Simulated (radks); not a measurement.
The numbers below are computed, except where a source is named.
Dispersion coefficients C6 (hartree bohr^6) between ground-configuration atoms and ions, from the Casimir-Polder integral (3/pi) of alpha_A(iw) alpha_B(iw). Code: a radial shooting solver on a logarithmic mesh with Libxc functionals. Model: non-relativistic Kohn-Sham, LDA (Slater exchange, Perdew-Wang correlation), spin-polarised, spherical densities, point nucleus; open shells are filled with parallel spins first (spin-orbit coupling, left out, can overturn this in heavy ions). Response by self-consistent Sternheimer equations with the Hartree and adiabatic LDA kernel. For heavy and open-shell atoms this level of theory can miss by tens of per cent.

\begin{tabular}{lrrrrrrrrr}
C6 & Xe & Cs+ & Ba2+ & La3+ & Ce4+ & Pr5+ & Nd6+ & Pm7+ & Sm8+ \\ \hline
Xe & 308.0 &  &  &  &  &  &  &  &  \\
Cs+ & 207.9 & 143.6 &  &  &  &  &  &  &  \\
Ba2+ & 152.9 & 107.3 & 81.05 &  &  &  &  &  &  \\
La3+ & 118.2 & 83.94 & 63.98 & 50.85 &  &  &  &  &  \\
Ce4+ & 94.59 & 67.76 & 52.01 & 41.57 & 34.14 &  &  &  &  \\
Pr5+ & 77.55 & 55.97 & 43.21 & 34.69 & 28.61 & 24.05 &  &  &  \\
Nd6+ & 63.87 & 46.13 & 35.64 & 28.64 & 23.64 & 19.89 & 16.47 &  &  \\
Pm7+ & 53.08 & 38.42 & 29.74 & 23.95 & 19.80 & 16.69 & 13.83 & 11.62 &  \\
Sm8+ & 44.47 & 32.23 & 24.98 & 20.13 & 16.66 & 14.06 & 11.66 & 9.810 & 8.287 \\
\end{tabular}

Static polarisabilities (bohr^3): Xe ([Xe]) 28.79, Cs+ ([Xe]) 16.48, Ba2+ ([Xe]) 10.99, La3+ ([Xe]) 7.946, Ce4+ ([Xe]) 6.045, Pr5+ ([Xe]) 4.765, Nd6+ ([Kr] 4d10 4f2 5s2 5p4) 3.938, Pm7+ ([Kr] 4d10 4f3 5s2 5p3) 3.249, Sm8+ ([Kr] 4d10 4f4 5s2 5p2) 2.716. The combination rule 2 Ca Cb / ((alpha_b/alpha_a) Ca + (alpha_a/alpha_b) Cb) gives 11.68 for Sm8+-Nd6+, against 11.66 from the integral.
